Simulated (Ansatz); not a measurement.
A nudged elastic band was laid between two geometries of BClH2 + BrH (6 atoms, charge 0, multiplicity 1).

Method: RKS PBE-D4/def2-SVP (Ansatz).

| Quantity | Value |
| --- | --- |
| movable images | 4 |
| climbing image | no |
| spring | 5.0 eV/Å² |
| optimiser | quadratic models (default) |
| start path | through a guess of the saddle point |
| force threshold | 0.05 eV/Å |
| iteration limit | 60 |
| end points | relaxed |

First end point:

```xyz
6
Properties=species:S:1:pos:R:3
B -0.009 0.223 0.093
Cl -0.048 0.878 1.736
H 1.070 0.128 -0.447
H -1.067 0.072 -0.477
Br 0.063 -2.616 0.686
H 0.146 -2.198 2.058
```

Last end point:

```xyz
6
Properties=species:S:1:pos:R:3
B 0.014 -0.463 -0.264
Cl 0.016 0.240 2.325
H 1.067 0.102 -0.445
H -1.074 0.039 -0.426
Br 0.072 -2.390 -0.086
H 0.060 -1.041 2.544
```

**Question.** What changes between the two ends?

**Answer.** Bonds broken: B1–Cl2, Br5–H6. Bonds formed: B1–Br5, Cl2–H6. BClH2 + BrH becomes BBrH2 + ClH.

**Question.** What energy profile does the band end with?

**Answer.** It converged. The highest image is number 3 of 0 to 5, 6.5 kcal/mol above the first end and 3.8 kcal/mol above the last; the last end lies 2.7 kcal/mol above the first. No image climbed, so the highest image needn't sit at the top of the path. The orbitals stay closed-shell, which can raise the energy where a bond breaks towards radicals; this wasn't checked here.

```json
{"image": "0", "path coordinate (Å)": "0.00", "energy (kcal/mol)": "0.0", "B1–Cl2 (Å)": "1.77", "Br5–H6 (Å)": "1.44", "B1–Br5 (Å)": "2.90"}
{"image": "1", "path coordinate (Å)": "0.49", "energy (kcal/mol)": "0.9", "B1–Cl2 (Å)": "1.79", "Br5–H6 (Å)": "1.44", "B1–Br5 (Å)": "2.72"}
{"image": "2", "path coordinate (Å)": "0.98", "energy (kcal/mol)": "4.8", "B1–Cl2 (Å)": "1.87", "Br5–H6 (Å)": "1.50", "B1–Br5 (Å)": "2.38"}
{"image": "3", "path coordinate (Å)": "1.46", "energy (kcal/mol)": "6.5", "B1–Cl2 (Å)": "2.07", "Br5–H6 (Å)": "1.86", "B1–Br5 (Å)": "2.10"}
{"image": "4", "path coordinate (Å)": "1.95", "energy (kcal/mol)": "3.7", "B1–Cl2 (Å)": "2.43", "Br5–H6 (Å)": "2.39", "B1–Br5 (Å)": "1.98"}
{"image": "5", "path coordinate (Å)": "2.44", "energy (kcal/mol)": "2.7", "B1–Cl2 (Å)": "2.68", "Br5–H6 (Å)": "2.96", "B1–Br5 (Å)": "1.94"}
```

**Question.** What is the geometry of the highest image?

**Answer.** 
```xyz
6
Properties=species:S:1:pos:R:3
B 0.009 -0.293 0.055
Cl -0.005 0.236 2.051
H 1.069 0.084 -0.385
H -1.065 0.028 -0.396
Br 0.072 -2.360 0.432
H 0.075 -1.209 1.892
```

The run took 62 s on 1 thread of Arm Neoverse V1 (shared host), peak memory 0.14 GiB.
